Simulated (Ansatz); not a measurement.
Born–Oppenheimer molecular dynamics of ClH3Sn (5 atoms, charge 0, multiplicity 1). It starts from a relaxed structure.

These are results of RKS PBE/def2-SVP in Ansatz 0.2.0, not measurements.

```json
{
  "ensemble": "NVE (Milne-controlled integrator)",
  "time step": "0.25 fs",
  "steps asked": "250",
  "starting velocities drawn for": "1000 K",
  "seed": "46941"
}
```

First frame:

```xyz
5
Properties=species:S:1:pos:R:3
Sn -0.046 0.000 0.017
H 0.046 0.000 1.739
Cl 2.196 0.000 -0.775
H -0.781 1.433 -0.601
H -0.781 -1.433 -0.601
```

(1) How far do the bonds stretch over the last three quarters of this one trajectory? (Pairs bonded in most of those frames.)

Results:

(1) 
| bond | mean (Å) | spread (Å) | shortest | longest |
| --- | --- | --- | --- | --- |
| Sn1–H2 | 1.729 | 0.030 | 1.68 | 1.78 |
| Sn1–Cl3 | 2.391 | 0.016 | 2.36 | 2.41 |
| Sn1–H4 | 1.728 | 0.068 | 1.63 | 1.84 |
| Sn1–H5 | 1.727 | 0.044 | 1.66 | 1.80 |

Mean temperature of the second half: 456 K. The conserved energy stayed within 0.00021 meV per atom of its start (net change -0.0002 meV per atom), so the integration is sound. Over the second half the temperature averaged 0.46 of the 1000 K drawn at the start: a run that starts near a minimum puts about half its kinetic energy into the potential. A run of 0.062 ps of so small a system gives no equilibrium averages.

Run time: 4.9 min on 1 thread of Arm Neoverse V1 (shared host), peak memory 0.099 GiB.
